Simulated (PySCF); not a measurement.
SMILES C[Si](C)(O)[SiH2][SiH3] (C₂H₁₂OSi₃) at its GFN2-xTB optimised geometry (Å):

```
18

Si    -1.0798    -2.7891     1.2520
Si    -1.2891    -0.5118     1.6134
Si    -0.3503     0.8537     0.0000
C     -0.8961     2.6865     0.0000
C      1.5611     0.8537     0.0000
O     -0.8993     0.1096    -1.3581
H     -1.8117    -3.2539     0.0706
H      0.3199    -3.1818     1.0419
H     -1.5534    -3.6183     2.3665
H     -2.7112    -0.1700     1.8080
H     -0.7021    -0.1728     2.9262
H     -1.9744     2.7682    -0.1063
H     -0.4437     3.2539    -0.8112
H     -0.6244     3.1774     0.9291
H      1.9467    -0.1554    -0.1189
H      1.9568     1.2448     0.9318
H      1.9744     1.4566    -0.8056
H     -0.6929     0.4294    -2.2330
```

Computed with B3LYP/def2-SVP run with PySCF. Cells within 0.4 Å of a nucleus heavier than hydrogen are left out (blank, or x).

Map of the LUMO amplitude (bohr^(-3/2)) on the plane z = 1.5 Å; orbital energy -0.05 eV, overall sign arbitrary:

```
|555555555555555555555555555|
|555555555555555555555555555|
|555555555555555555555555555|
|555555555556665555555555555|
|555555555566665555555555555|
|555555555566665555566555555|
|555555555556655555666665555|
|555555555555555556666665555|
|555555555444344556666666555|
|555555554332223456666666555|
|556665554321113456666666555|
|566666554210013456666666555|
|566666665311234556666666555|
|666666776544555566666666555|
|5666667777x7876666666666555|
|5666666777x9987666666665555|
|566666555567877666666665555|
|555555543234566666666555555|
|555555431001345555555555555|
|555555421044234555555555555|
|5555554322xx334455555555555|
|555555555676544555555555555|
|555555567888655555555555555|
|555556667888766555555555555|
|555556667777766555555555555|
|555566666777666655555555555|
|555556666666666555555555555|
```
Scale: ten equal steps from -0.098 (start of '0') to 0.066 (end of '9'), in the order '0123456789'; x runs from -5.50 to 5.50, y from -5.50 (bottom) to 5.50 (top).
